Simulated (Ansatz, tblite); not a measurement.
Cost and result up the ladder for HgF2⁻ (the lowest doublet isomer of a short search) (3 atoms). Total charge -1; doublet. Geometry: PBE-D4/def2-TZVPD.

```
atom    x (Å)    y (Å)    z (Å)
 Hg1  -0.1771  -0.0314  -0.3575
  F2   0.2076  -2.1337   0.3088
  F3  -0.0304   2.1651   0.0487
```

Ansatz on 4 threads of Arm Neoverse V2 on a shared host; xTB runs through tblite on one thread. Times are rough, summed over both states, and most runs start from the orbitals of an earlier one. PBE0-D4/def2-TZVPD serves as the yardstick here, not as an exact answer. The other state is a singlet.

In the def2 sets Hg takes a core potential; there is no spin–orbit coupling. The xTB rows come from tblite. Correlated methods freeze 2 core orbitals; core or outer-core shells of Hg are correlated, in sets that lack core-valence functions. The structure comes from a short search, and lower isomers may exist.

Correlated methods converge slowly with the basis.

Raw xTB energies of ions are shifted by several eV, and xTB has no spin-polarisation term.

| level | functions | wall time | vertical IE (eV) | difference from PBE0-D4/def2-TZVPD (eV) | remarks |
| --- | --- | --- | --- | --- | --- |
| GFN1-xTB | 12 | 0.002 s | 8.27 | 5.23 | – |
| GFN2-xTB | 12 | 0.002 s | 7.87 | 4.82 | – |
| PBE-D4/def2-TZVPD | 126 | 1.6 s | 2.94 | -0.11 | HOMO above zero (-1 doublet) |
| PBE0-D4/def2-TZVPD | 126 | 2.5 s | 3.05 | 0.00 | – |
| r2SCAN-D4/def2-TZVPD | 126 | 4 s | 3.04 | -0.01 | – |
| CCSD(T)/def2-TZVPPD | 142 | 50 s | 2.89 | -0.15 | large T1 (0.029) (singlet) |
